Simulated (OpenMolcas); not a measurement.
B2+: effect of the IPEA shift

```yaml
Program: OpenMolcas 26.06
Basis: ANO-RCC-VTZP [4s3p2d1f]
Scalar_Hamiltonian: DKH2, point nucleus
Active_space: 1 electron in 4 orbitals (2s 2p)
State_averaging: 2S+1 = 2 even, 1 root; 2S+1 = 2 odd, 3 roots
Spin-orbit_coupling: state interaction with AMFI integrals over the reference wave functions, term energies averaged over their components
```

Methods on the same reference wave functions:
A. CASSCF
B. SS-CASPT2, IPEA 0 Eh, imaginary shift 0.1 Eh (closed shells correlated: 1s)
C. SS-CASPT2, IPEA 0.25 Eh, imaginary shift 0.1 Eh (closed shells correlated: 1s)

Energies in cm-1 above 2s 2S 1/2, the measured ground level; measured values from Moore, Atomic Energy Levels, vol. I, NSRDS-NBS 35 (1971 reprint of NBS Circular 467, 1949).

| Level | A | B | C | Measured |
| --- | --- | --- | --- | --- |
| 2s 2S 1/2 | 0.0 | 0.0 | 0.0 | 0.0 |
| 2p 2P* 1/2 | 49051 | 48720 | 48721 | 48358 |
| 2p 2P* 3/2 | 49082 | 48750 | 48751 | 48393 |

Deviations, from unrounded energies. A percentage is the sum of absolute deviations over the sum of measured energies, with the sign that they share, or ± where signs differ.

```csv
Against measurement,Levels,A,B,C
mean absolute deviation (cm-1),2,690,360,360
other configurations (%),2,+1.4,+0.7,+0.7
```

B, C lie about equally close to measurement and A furthest from it. The largest miss of B in the table is 2p 2P* 1/2, by +360 cm-1. The ranking rests on the paired levels alone, and a cruder setting can come out closer through cancelling errors.

Between B and C no level of the table moves by more than 5 cm-1.

The lowest spin-free term lies below A's lowest term by 0.022 hartree in B, 0.022 hartree in C.

With one active electron the reference holds no correlation, so core polarisation is missing (holds for A). With one active electron, CASPT2 adds the correlation within the correlated inactive shells and between them and that electron, and leaves the splitting within a term as the reference gives it (holds for B; C). Computed and measured levels are paired by configuration, term and J; levels that our copy of the source lacks, or whose pairing is in doubt (as where it misses far off the trend of its configuration), stay unpaired and out of the deviations. Levels of configurations outside the active space are missing.

* marks odd parity.
